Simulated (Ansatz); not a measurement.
Ag2H3⁻: single points at one geometry.

```yaml
crystal:
  periodic: [false, false, false]
  atoms:
    - {symbol: Ag, position_ang: [-0.596505, -1.247433, -0.319447]}
    - {symbol: Ag, position_ang: [0.402523, 1.292389, 0.426247]}
    - {symbol: H, position_ang: [1.602441, 2.429686, 0.427870]}
    - {symbol: H, position_ang: [-0.991028, 0.229623, 0.545585]}
    - {symbol: H, position_ang: [-0.417431, -2.704265, -1.080255]}
basis:
  gaussian: {orbitals: def2-SVPD, initial_orbitals: start.molden}
total_charge: -1
hamiltonian: {xc: pbe0, dispersion: d4}
scf: {omitted_lower_state_checks: [starts]}
output: {orbitals: {seedname: orbitals}}
```

The file start.molden holds the orbitals of an earlier run on this structure, at another level or in another basis.

```sh
$ ansatz run in.yaml --threads 4 --pin off --events-out ev --progress --plain --max-ram 3916MiB
```

Output, abridged:

```
Functional definition: PBE0
  name "PBE0"
  cite "Adamo & Barone, J. Chem. Phys. 110, 6158 (1999) doi:10.1063/1.478522"
  cite "Perdew, Burke & Ernzerhof, Phys. Rev. Lett. 77, 3865 (1996) doi:10.1103/PhysRevLett.77.3865"
  parent pbe
  parameter a = 0.25
  parameter kappa = 0.804
  parameter beta = 0.06672455060314922
  exchange = (1 - a)*pbe_x(kappa = kappa, mu = beta*pi^2/3) + a*exact_x
  correlation = pbe_c(beta = beta)
these checks for a lower state are left out or cut short: starts
896 factors; their error is unknown
mean field evaluation 1: about -8047.3001 eV, gradient 7.4e0 eV
mean field evaluation 2: about -8047.3215 eV, gradient 4.6e-2 eV
mean field evaluation 4: about -8047.5201 eV, gradient 9.4e-5 eV
mean field -8047.52012391 eV, -295.7409097488 hartree, gradient 6.0e-6 eV, S^2 0.000000; 0 other end points of the search recorded, 0 dependent functions left out
reference -8047.52015699 eV, -295.7409109642 hartree; 21, 21 occupied and 71, 71 virtual orbitals, 896 factors
Total energy: -8047.66364258 eV, -295.7461839626 hartree
Checks for a lower state left out: starts
```

Run time 0.9 s (4 threads of Arm Neoverse V1 on a shared host).

First input, but with `gaussian: {orbitals: def2-TZVPD, initial_orbitals: start.molden}`, `hamiltonian: {xc: {name: PBE-QIDH}}` and without the key `output` (abridged; 1.8 s):

```
Functional definition: PBE-QIDH
mean field -8031.97001267 eV, -295.1694537008 hartree, gradient 1.6e-6 eV, S^2 0.000000
second order -31.82722179 eV of doubles, -0.00000000 eV of singles
Total energy: -8042.57910018 eV, -295.5593304758 hartree
Checks for a lower state left out: starts
```

The first input with `gaussian: {orbitals: def2-TZVPD, initial_orbitals: start.molden}`, `hamiltonian: {xc: {name: revPBE}, dispersion: d4}` (abridged; 0.8 s):

```
Functional definition: revPBE
mean field -8053.39338787 eV, -295.9567482179 hartree, gradient 1.8e-5 eV, S^2 0.000000
Total energy: -8053.86015546 eV, -295.9739016105 hartree
Checks for a lower state left out: starts
```

The first input with `gaussian: {orbitals: def2-TZVPD, initial_orbitals: start.molden}`, `hamiltonian: {xc: {text: "exchange = 0.90*pbe_x + 0.10*exact_x\ncorrelation = pbe_c"}}` (abridged; 0.85 s):

```
Functional definition: unnamed
mean field -8050.28689904 eV, -295.8425868592 hartree, gradient 2.2e-5 eV, S^2 0.000000
Total energy: -8050.28693778 eV, -295.8425882829 hartree
Checks for a lower state left out: starts
```

Geometry: r2SCAN-D4/def2-TZVPD.

In the def2 sets Ag takes a core potential; there is no spin–orbit coupling. Correlated methods freeze no core orbitals; core or outer-core shells of Ag are correlated, in sets that lack core-valence functions. The structure comes from a short search, and lower isomers may exist.
